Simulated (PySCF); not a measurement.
Species: 1,1,1,2,2-pentafluoro-2-methoxyethane, `COC(F)(F)C(F)(F)F`. The columns A, B, C and D hold Mulliken, IAO, Hirshfeld and ESP-fitted charges (e) of one PBE0/pcSseg-1 density (PySCF), in a shuffled order. Coordinates in Å (GFN2-xTB); the density's dipole moment is (-2.89, 0.49, 0.12) D.

```tsv
atom	x	y	z	A	B	C	D
C1	-1.895	0.367	0.336	-0.222	-0.028	-0.195	-0.045
O2	-0.488	0.565	0.568	-0.349	-0.131	-0.226	-0.492
C3	0.317	-0.335	0.022	+0.678	+0.216	+0.280	+0.675
F4	0.070	-1.605	0.448	-0.299	-0.102	-0.147	-0.292
F5	0.198	-0.411	-1.333	-0.299	-0.102	-0.146	-0.292
C6	1.789	0.018	0.365	+0.791	+0.237	+0.421	+0.805
F7	2.102	1.224	-0.102	-0.265	-0.086	-0.141	-0.255
F8	2.637	-0.859	-0.163	-0.263	-0.085	-0.135	-0.253
F9	1.974	0.027	1.682	-0.265	-0.086	-0.141	-0.255
H10	-2.216	-0.587	0.755	+0.157	+0.051	+0.141	+0.131
H11	-2.379	1.191	0.851	+0.177	+0.066	+0.146	+0.142
H12	-2.109	0.405	-0.733	+0.157	+0.051	+0.143	+0.131
```

Which column most likely holds the ESP-fitted charges?

C. Σ q r misses the density's dipole by 0.05 D (C), 0.54 D (D), 0.79 D (A), 1.12 D (B). Charges fitted to the outside potential are the only set here that is tied to the molecule's multipoles.

And the Hirshfeld charges?

B. The mean sizes are 0.103 e (B), 0.189 e (C), 0.314 e (D), 0.327 e (A), and Hirshfeld charges are commonly the smallest of these schemes.

As computed, A = IAO, B = Hirshfeld, C = ESP-fitted, D = Mulliken. Hydrogens on carbon: IAO +0.16 to +0.18, Hirshfeld +0.05 to +0.07, ESP-fitted +0.14 to +0.15, Mulliken +0.13 to +0.14 e.

The Hirshfeld scheme divides the density at each point in proportion to the densities of the neutral, spherically averaged free atoms. The Mulliken scheme gives each basis function's population to the atom it is centred on and halves the overlap population of two atoms between them.

Isolated species at its GFN2-xTB geometry (one conformer only).

The values belong to the conformer `[CH3:1][O:2][C:3]([F:4])([F:5])[C:6]([F:7])([F:8])[F:9]`: C1–O2–C3–F4 -59°, O2–C3–C6–F7 -60°.
